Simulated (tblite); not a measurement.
Run record: tight-binding relaxation, `[C@@H](C)(CC)n1c(Br)ccn1`.

Computed with GFN2-xTB geometry optimisation, gas phase (tblite 0.8.0). Start geometry: from a force field or distance geometry. A driver script takes a list of jobs; this job's settings line and coordinates (Å) are shown.

Command:
```bash
OMP_NUM_THREADS=1 python probes_run.py task.json out
```

Input:
```
{"job": {"kind": "relax", "xc": "GFN2-xTB", "basis": "xTB"}, "charge": 0, "multiplicity": 1}
C     -2.005700     0.627700     1.093500
C     -1.727000    -0.042300    -0.248500
C     -0.377000    -0.816800    -0.239500
C     -0.227500    -1.614500    -1.541700
N      0.762400     0.062000    -0.032900
N      1.008400     1.051400    -0.934700
C      2.111000     1.647000    -0.457400
C      2.576800     1.053400     0.738000
C      1.685900     0.028000     0.975500
Br     1.763100    -1.154700     2.461400
H     -2.012300    -0.098000     1.911200
H     -3.005500     1.099300     1.068700
H     -1.284300     1.410700     1.328800
H     -2.534700    -0.748100    -0.455400
H     -1.741400     0.716600    -1.032400
H     -0.404100    -1.525900     0.600100
H     -1.036700    -2.347400    -1.632700
H     -0.241100    -0.982600    -2.418800
H      0.720800    -2.168200    -1.529300
H      2.533500     2.486800    -0.985400
H      3.426600     1.332500     1.330900
```

What does the run print?

```
step      E/eV     max force
  0    -830.68595    2.622
  1    -830.77956    0.655
  2    -830.80346    0.543
  3    -830.81436    0.391
  4    -830.82273    0.261
  5    -830.83081    0.336
  6    -830.83951    0.453
  7    -830.84903    0.427
  8    -830.85527    0.258
  9    -830.85892    0.152
... (32 lines left out)
 42    -830.87126    0.019
 43    -830.87134    0.020
 44    -830.87144    0.024
 45    -830.87151    0.020
 46    -830.87155    0.015
 47    -830.87159    0.018
 48    -830.87163    0.023
 49    -830.87168    0.021
 50    -830.87172    0.015
 51    -830.87174    0.009
```

«max force» is the largest atomic force in eV/Å.

From which step on does the largest force stay under 0.1 eV/Å, and how much energy is left to gain from there?

From step 11 (0.083 eV/Å), 9.7 meV above the end.

In short: energy lowered by 4.3 kcal/mol over 51 steps; largest atomic force 0.009 eV/Å at the end.

Where do the atoms end?

0.087 Å rms from the input after alignment:
```
atom  x, y, z in Å
C1    -1.9540    0.6315    1.1099
C2    -1.6965   -0.0459   -0.2309
C3    -0.3967   -0.8570   -0.2237
C4    -0.1990   -1.6252   -1.5283
N5     0.7238    0.0357   -0.0300
N6     0.9702    1.0047   -0.9025
C7     2.0415    1.6438   -0.4728
C8     2.5179    1.0838    0.7163
C9     1.6368    0.0522    0.9626
Br10   1.6172   -1.1668    2.3875
H11   -2.0113   -0.1042    1.9101
H12   -2.8913    1.1809    1.0817
H13   -1.1578    1.3349    1.3447
H14   -2.5211   -0.7193   -0.4685
H15   -1.6254    0.7065   -1.0178
H16   -0.4083   -1.5560    0.6196
H17   -1.0326   -2.3014   -1.6948
H18   -0.1348   -0.9242   -2.3564
H19    0.7197   -2.2068   -1.4908
H20    2.4312    2.4765   -1.0227
H21    3.3616    1.3735    1.3065
```

The run took 0.45 s wall on an Arm Neoverse V1 with one thread, shared host with 32 logical CPUs at a one-minute load of 13.
Labels such as C1 count atoms from 1, the log's own numbers from 0.
